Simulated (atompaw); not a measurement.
# Scattering properties, PAW (atompaw) potential for Zr

```json
{
 "Element": "Zr (Z = 40)",
 "Generator": "atompaw 4.2.0.5",
 "Type": "PAW",
 "Functional": "LDA (PW92)",
 "Relativity": "scalar-relativistic",
 "Frozen core": "[Ar] 3d10 4s2",
 "Valence charge": "10",
 "Reference configuration": "4p6 4d2 5s1 5p1",
 "Partial waves": "5s (bound): rc 2.95 bohr; 5s channel at -0.1 Ry: rc 2.95 bohr; 4p (bound): rc 1.50 bohr; 5p (bound): rc 2.30 bohr; 4d (bound): rc 2.60 bohr; 4d channel at 0.15 Ry: rc 2.95 bohr",
 "Local potential": "troulliermartins scheme with l = 3 at 1 Ry, radius 1.95 bohr",
 "Core correction": "smooth core density matched at 2.25 bohr",
 "Augmentation charge": "sinc compensation charge, radius 2.30 bohr; PAW radius 2.95 bohr; waves and projectors: custom polynom gramschmidtortho"
}
```

The phase is arctan(r·u′/u) with u = r·R(r), unwrapped; energies in Ry, scanned from -4 to 5 Ry. A pole is an energy at which the radial function vanishes at the test radius. The pseudo phase is shifted by a multiple of π to meet the all-electron one at the reference energy, and phase errors are pseudo minus all-electron; the curves can meet again beyond the range given. Levels narrower than the energy grid can be missing from the lists of poles.

| channel | radius (bohr) | reference energy (Ry) | poles, all-electron | poles, pseudo | unbroken range about the reference energy with phases within 0.05 rad | phase error 1 Ry above the reference energy (rad) |
| --- | --- | --- | --- | --- | --- | --- |
| s | 2.96 | -0.39 | 1.69 | 1.66, 4.40 | -4.0 to 2.9 | -0.000 |
| p | 2.96 | -0.16 | -2.41, 2.71 | -2.41, 2.58 | below 3.7 | -0.005 |
| d | 2.96 | -0.35 | 0.07, 4.63 | 0.07, 1.33 | below 0.8 | -0.014 |

Note: ghost state, extra bound levels that the all-electron valence spectrum of the same l lacks: s at -90.6 eV. A true bound ghost makes a file unfit for plane-wave use.

Phases in the p channel:

| E (Ry) | all-electron | pseudo |
| --- | --- | --- |
| -4.00 | 1.378 | 1.378 |
| -3.52 | 1.356 | 1.356 |
| -3.04 | 1.314 | 1.314 |
| -2.56 | 0.479 | 0.478 |
| -2.08 | -1.756 | -1.756 |
| -1.60 | -1.826 | -1.826 |
| -1.12 | -1.895 | -1.895 |
| -0.64 | -2.006 | -2.006 |
| -0.16 | -2.253 | -2.253 |
| 0.32 | -3.029 | -3.030 |
| 0.80 | -4.081 | -4.086 |
| 1.28 | -4.440 | -4.445 |
| 1.76 | -4.582 | -4.588 |
| 2.24 | -4.660 | -4.669 |
| 2.72 | -4.713 | -4.728 |
| 3.20 | -4.757 | -4.782 |
| 3.68 | -4.799 | -4.848 |
| 4.16 | -4.847 | -4.967 |
| 4.64 | -4.912 | -5.424 |
